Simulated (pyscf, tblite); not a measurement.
H₂C=CH–CH₂⁺ → H₂C=C⁺–CH₃: energy along the mass-weighted descent from the GFN2-xTB saddle (tblite), relative to the relaxed reactant side.

(s (amu^1/2 bohr), E (kcal/mol)): (-4.92, 1.8); (-4.76, 1.9); (-4.62, 2.0); (-4.45, 2.2); (-4.27, 2.3); (-4.06, 2.6); (-3.81, 2.8); (-3.60, 3.0); (-3.32, 3.5); (-3.00, 4.3); (-1.80, 5.3); (-0.716, 6.4); (-0.300, 7.2); (0.600, 6.7); (1.68, 1.6); (2.88, -8.7); (4.08, -15.8); (4.94, -17.2); (5.15, -17.4); (5.24, -17.5); (5.33, -17.5)

**Question.** The GFN2-xTB barrier from the reactant side is 7.6 kcal/mol. What does ωB97X-D3(BJ) (PySCF) give from its own reactant-side minimum, in def2-SVP and in def2-TZVP?

**Answer.** 28.5 kcal/mol in the double-zeta basis after reoptimising the saddle, and 28.8 kcal/mol in the triple-zeta single point, so the tight-binding barrier lies 21.3 kcal/mol under the latter. The imaginary mode goes from 703i to 778i cm⁻¹.
